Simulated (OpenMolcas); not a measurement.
## Al III: CASPT2 settings compared

```json
{
 "Program": "OpenMolcas 26.06",
 "Basis": "ANO-L-VDZP [4s3p1d]",
 "Scalar Hamiltonian": "non-relativistic, point nucleus",
 "Active space": "1 electron in 4 orbitals (3s 3p)",
 "State averaging": "2S+1 = 2 even, 1 root; 2S+1 = 2 odd, 3 roots",
 "Spin-orbit coupling": "RASSI with atomic mean-field integrals over the reference wave functions, term energies averaged over their components"
}
```

Methods on the same reference wave functions:
A. CASSCF
B. SS-CASPT2, IPEA 0.35 Eh, imaginary shift 0.2 Eh (closed shells correlated: 2s 2p)
C. XMS-CASPT2, IPEA 0.5 Eh, real shift 0.1 Eh (closed shells correlated: 2s 2p)

Energies in eV above 3s ²S_1/2, the measured ground level; measured values from NIST levels in Kelleher and Podobedova, J. Phys. Chem. Ref. Data 37, 709 (2008).

| Level | A | B | C | Measured |
| --- | --- | --- | --- | --- |
| 3s ²S_1/2 | 0.0000 | 0.0000 | 0.0000 | 0.0000 |
| 3p ²P°_1/2 | 6.6167 | 6.626 | 6.626 | 6.6558 |
| 3p ²P°_3/2 | 6.6354 | 6.645 | 6.644 | 6.6848 |

Deviations, from unrounded energies. A percentage is the sum of absolute deviations over the sum of measured energies, with the sign that they share, or ± where signs differ.

```
           Against measurement  Levels     A     B     C
mean absolute deviation (cm-1)       2   360   280   280
      other configurations (%)       2  -0.7  -0.5  -0.5
```

B, C lie about equally close to measurement and A furthest from it. The largest miss of B in the table is 3p ²P°_3/2, by -320 cm-1. The ranking rests on the paired levels alone, and a cruder setting can come out closer through cancelling errors.

Between B and C no level of the table moves by more than 5 cm-1.

The lowest spin-free term lies below A's lowest term by 0.003 hartree in B, 0.003 hartree in C.

With one active electron the reference holds no correlation, so core polarisation is missing (holds for A). With one active electron, CASPT2 adds the correlation within the correlated inactive shells and between them and that electron, and leaves the splitting within a term as the reference gives it (holds for B; C). Measured partners are found by configuration, term and J. A level has none where our copy of the source lacks it or the pairing is in doubt (some pairs that miss far off the trend of their configuration count as doubtful), and it then counts in no deviation. Only configurations of the active space appear.

° marks odd parity.
